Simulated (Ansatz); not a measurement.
Method: frozen-core CCSD(T)/cc-pVTZ // B3LYP-D3(BJ)/def2-TZVP (Ansatz, a first-principles code).

Ansatz 0.2 input:
```yaml
crystal:
  periodic: [false, false, false]
  atoms:
    - { symbol: Cl, position_ang: [-1.15314, -1.786536, 0.052426] }
    - { symbol: Ga, position_ang: [0.000118, 0.00008, -0.000031] }
    - { symbol: Cl, position_ang: [-0.970903, 1.892666, -0.000843] }
    - { symbol: Cl, position_ang: [2.123925, -0.106209, -0.051551] }
basis:
  gaussian: { orbitals: cc-pVTZ }
correlation:
  method: ccsd_t
```

Output:

```
Functional definition: HF
895 factors; integrals over basis functions are off by at most 1.2e-3 eV
mean field evaluation 1: about -89851.3671 eV, gradient 2.1e1 eV
mean field evaluation 2: about -89851.5047 eV, gradient 2.2e1 eV
mean field evaluation 4: about -89852.8625 eV, gradient 1.7e0 eV
mean field evaluation 8: about -89852.8834 eV, gradient 1.5e-1 eV
mean field evaluation 16: about -89852.3378 eV, gradient 1.2e1 eV
mean field -89852.88349411 eV, -3302.0325639367 hartree, gradient 8.9e-6 eV, S^2 0.000000; 0 other end points of the search recorded, 0 dependent functions left out
24 core orbitals not correlated
reference -89852.88349411 eV, -3302.0325639367 hartree; 17, 17 occupied and 104, 104 virtual orbitals, 895 factors
second order -19.10567597 eV of doubles, -0.00000000 eV of singles
cycle   1  -19.77438422 eV  change   -6.7e-1 eV  update   9.1e-2
cycle   2  -20.22577292 eV  change   -4.5e-1 eV  update   2.5e-2
cycle   3  -20.30102974 eV  change   -7.5e-2 eV  update   1.2e-2
cycle   4  -20.29159487 eV  change    9.4e-3 eV  update   2.8e-3
cycle   5  -20.29066962 eV  change    9.3e-4 eV  update   9.8e-4
cycle   6  -20.29055294 eV  change    1.2e-4 eV  update   2.6e-4
cycle   7  -20.29051284 eV  change    4.0e-5 eV  update   8.0e-5
cycle   8  -20.29053984 eV  change   -2.7e-5 eV  update   2.3e-5
perturbative correction -0.92548597 eV, -0.0340109819 hartree
Total energy: -89874.09951992 eV, -3302.8122385044 hartree
```

Cost: about 50 core-seconds (a rough figure).
